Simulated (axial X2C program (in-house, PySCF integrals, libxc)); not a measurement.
**Potential curves of CuB, two-component**

Calculated with an axial X2C code built on PySCF integrals. Two-component (2c) means X2C with spin–orbit coupling and atomic mean-field two-electron Coulomb and Gaunt terms. Basis: Cu dyall-cv3z [9s9p6d3f2g], B dyall-v3z [7s6p2d1f] (cores contracted in-house); Gaussian nuclei, density fitting, unrestricted open shells. Masses: Cu 62.930 u, B 11.009 u.

State: Ω = 0 (closed shell). Energies in kJ/mol from the fragments at the same level (Cu + B). Fits are polynomials in 1 − R0/R over 0.85 to 1.23 times the lowest point R0.

```json
{"R (Å)": "1.6669", "CCSD": "", "MP2": "-211.79"}
{"R (Å)": "1.7436", "CCSD": "-184.64", "MP2": "-226.49"}
{"R (Å)": "1.8010", "CCSD": "-195.51", "MP2": "-230.43"}
{"R (Å)": "1.8585", "CCSD": "-201.43", "MP2": "-229.94"}
{"R (Å)": "1.9160", "CCSD": "-203.48", "MP2": "-226.14"}
{"R (Å)": "1.9831", "CCSD": "-202.13", "MP2": "-218.64"}
{"R (Å)": "2.0501", "CCSD": "-197.76", "MP2": "-208.82"}
{"R (Å)": "2.1363", "CCSD": "-189.03", "MP2": "-193.97"}
{"R (Å)": "2.2417", "CCSD": "", "MP2": "-173.91"}
{"R (Å)": "2.3950", "CCSD": "", "MP2": "-143.43"}
```

Correlated methods: 14 electrons correlated (number of frozen shells: Cu 3 s, 2 p; B 1 s), 226 virtual spin orbitals or spinors in MP2.

The state is a single determinant with fixed occupations, the lowest that a limited PBE0 search found. The closed shell is kept restricted, so the energy runs too high when the bond is stretched far. De is counted from the lowest determinant-based energies of the atoms at the same level, without counterpoise correction. CCSD ran in a truncated set of natural virtual spinors with an MP2 remainder; without triples it tends to underbind. The T1 diagnostic is large, a sign of multireference character. Coupled cluster ran on the points near the minimum only. MP2 and coupled cluster on one determinant become unreliable at the stretched end.

(1) What are Re, ωe and De at the CCSD level?

(2) What are Re, ωe and De at the MP2 level?

Answers

(1) At CCSD, 2c: Re = 1.924 Å, ωe ≈ 512 cm⁻¹, De = 2.11 eV to Cu + B; Be follows as 0.486 cm⁻¹.

(2) At MP2, 2c: Re = 1.822 Å, ωe ≈ 601 cm⁻¹, De = 2.39 eV to Cu + B; Be follows as 0.542 cm⁻¹.
